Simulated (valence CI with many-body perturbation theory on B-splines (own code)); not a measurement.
Level structure of Au⁴⁸⁺

Method: configuration interaction combined with many-body perturbation theory (CI+MBPT): three valence electrons over a frozen Dirac-Fock core [Ar] 3d10, a basis of 9 s, 9 p, 8 d, 6 f, 3 g, 1 h functions for each j, with the one-electron correlation potential Σ1, the two-electron term Σ2, the three-electron term Σ3, Breit, model QED; selected CI, second order for the rest, scaled by the run's own slope (own B-spline code, finite nucleus).

No measured spectrum was set against this ion. As an estimate, large intervals hold to a few tenths of a per cent, small ones and those within an open d or f shell to about a per cent.

Levels 1 to 36 of 36, with energies above the lowest level, (4s^2 4p1/2) J=1/2. "Leading %" is the weight of the configuration and term that name the level; weights of strongly mixed levels are sums over their largest components and can fall short, so below about 35 % the name and the second component can differ from the true leading terms, or belong to a minority configuration. In the jj column 3d3/2^4 stands for four electrons in 3d with j = 3/2. Lifetimes count E1, E2, E3, M1 and M2 decay at the calculated energies, and are blank where another channel may lead or the interval is too uncertain; long ones can be off by a factor of two.

```tsv
No.	Configuration	Term	J	E (eV)	Leading %	Leading jj	Lifetime
1	4s2 4p	2P°	1/2	0.00	100	4s^2 4p1/2 (100 %)	
2	4s 4p2	4P	1/2	109.91	55	4s 4p1/2^2 (99 %)	25.5 ps
3	4s2 4p	2P°	3/2	139.26	99	4s^2 4p3/2 (99 %)	60.5 ns
4	4s 4p2	4P	3/2	234.26	90	4s 4p1/2 4p3/2 (99 %)	116 ps
5	4s 4p2	2D	5/2	243.63	60	4s 4p1/2 4p3/2 (98 %)	57.1 ps
6	4s 4p2	2D	3/2	256.67	61	4s 4p1/2 4p3/2 (95 %)	1.57 ps
7	4s 4p2	2P	1/2	259.08	70	4s 4p1/2 4p3/2 (98 %)	854 fs
8	4s2 4d	2D	3/2	318.37	94	4s^2 4d3/2 (94 %)	532 fs
9	4s2 4d	2D	5/2	344.93	92	4s^2 4d5/2 (92 %)	2.96 ps
10	4p3	2P°	3/2	366.44	46	4p1/2^2 4p3/2 (94 %)	1.87 ps
11	4s 4p2	4P	5/2	381.31	54	4s 4p3/2^2 (93 %)	2.10 ps
12	4s 4p2	2S	1/2	398.20	68	4s 4p3/2^2 (99 %)	1.23 ps
13	4s 4p2	2P	3/2	401.97	62	4s 4p3/2^2 (98 %)	589 fs
14	4s 4p 4d	4F°	3/2	404.87	79	4s 4p1/2 4d3/2 (98 %)	12.8 ps
15	4s 4p 4d	4F°	5/2	413.09	47	4s 4p1/2 4d3/2 (96 %)	21.6 ps
16	4s 4p 4d	4D°	1/2	427.40	59	4s 4p1/2 4d3/2 (98 %)	520 fs
17	4s 4p 4d	4D°	3/2	429.04	36	4s 4p1/2 4d3/2 (92 %)	494 fs
18	4s 4p 4d	4P°	5/2	443.17	39	4s 4p1/2 4d5/2 (98 %)	2.30 ps
19	4s 4p 4d	4F°	7/2	449.33	45	4s 4p1/2 4d5/2 (97 %)	3.05 ps
20	4s 4p 4d	2F°	5/2	455.73	49	4s 4p1/2 4d5/2 (94 %)	2.75 ps
21	4s 4p 4d	2D°	3/2	457.21	38	4s 4p1/2 4d5/2 (86 %)	1.68 ps
22	4p3	4S°	3/2	503.66	48	4p1/2 4p3/2^2 (92 %)	601 fs
23	4p3	2D°	5/2	504.33	88	4p1/2 4p3/2^2 (88 %)	930 fs
24	4p3	2P°	1/2	511.81	94	4p1/2 4p3/2^2 (94 %)	864 fs
25	4s2 4f	2F°	5/2	529.92	91	4s^2 4f5/2 (91 %)	3.60 ps
26	4p2 4d	2D	3/2	533.21	40	4p1/2^2 4d3/2 (99 %)	5.86 ps
27	4s2 4f	2F°	7/2	538.88	89	4s^2 4f7/2 (89 %)	3.84 ps
28	4s 4p 4d	4D°	3/2	553.40	43	4s 4p3/2 4d3/2 (99 %)	670 fs
29	4s 4p 4d	4P°	1/2	553.48	86	4s 4p3/2 4d3/2 (99 %)	735 fs
30	4s 4p 4d	4D°	5/2	553.58	50	4s 4p3/2 4d3/2 (94 %)	599 fs
31	4s 4p 4d	4F°	7/2	558.44	36	4s 4p3/2 4d3/2 (80 %)	763 fs
32	4p2 4d	2D	5/2	569.18	31	4p1/2^2 4d5/2 (96 %)	2.42 ps
33	4s 4p 4d	2D°	3/2	569.47	64	4s 4p3/2 4d3/2 (82 %)	458 fs
34	4s 4p 4d	4F°	9/2	571.05	100	4s 4p3/2 4d5/2 (100 %)	83.5 ns
35	4s 4p 4d	2P°	1/2	578.19	72	4s 4p3/2 4d3/2 (94 %)	367 fs
36	4s 4p 4d	2F°	5/2	580.58	63	4s 4p3/2 4d3/2 (89 %)	333 fs
```

The ionisation energy to 4s2 1S_0 of the next ion comes out as 2709 eV (NIST: 2708 ± 4 eV (theoretical)). All 36 levels together are meant to be complete up to 580.78 eV.
